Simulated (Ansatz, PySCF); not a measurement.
HMoO3, charge +1, singlet, geometry from GFN2-xTB (such geometries of metal compounds can be far from the true shape) (the multiplicity is a formal guess) (core potentials on Mo). Base run: WB97X/def2-SVPD run with PySCF.

The PySCF input:
```python
from pyscf import gto, scf, dft

mol = gto.M(
    atom='''
Mo    0.09223146    0.08525015    0.13176003
O     1.36355371   -0.59271083   -0.67407667
O    -0.72246328   -1.01222082    1.05755379
O    -0.93177700    0.98272098   -0.88439273
H    -1.54822875    1.39717903   -1.52659646
''',
    basis='def2-svpd',
    ecp={'Mo': 'def2-svpd'},
    charge=1,
    verbose=3,
)

mf = dft.RKS(mol)
mf.xc = 'wb97x'
mf.kernel()
```

The same geometry, method and basis name were run in Ansatz (a first-principles code) and PySCF, at each program's defaults and at the settings that a row names. The base is PySCF at its defaults. Differences at the defaults can come from grids, fitting, cores and function types together.

```
code and settings                                                               ΔE vs base (mEh)  basis functions      E (Eh)  SCF cycles
------------------------------------------------------------------------------  ----------------  ---------------  ----------  ----------
PySCF, defaults (exact integrals, its default grid, spherical functions)                   0.000              111  -293.96941          14
Ansatz, defaults (factorised integrals, its default grid, spherical functions)            -0.256              111  -293.96967           -
PySCF, density fitting with def2-universal-jkfit                                          -0.030              111  -293.96944          14
PySCF, fine grid                                                                          -0.228              111  -293.96964          14
Ansatz, high accuracy                                                                     -0.264              111  -293.96967           -
```
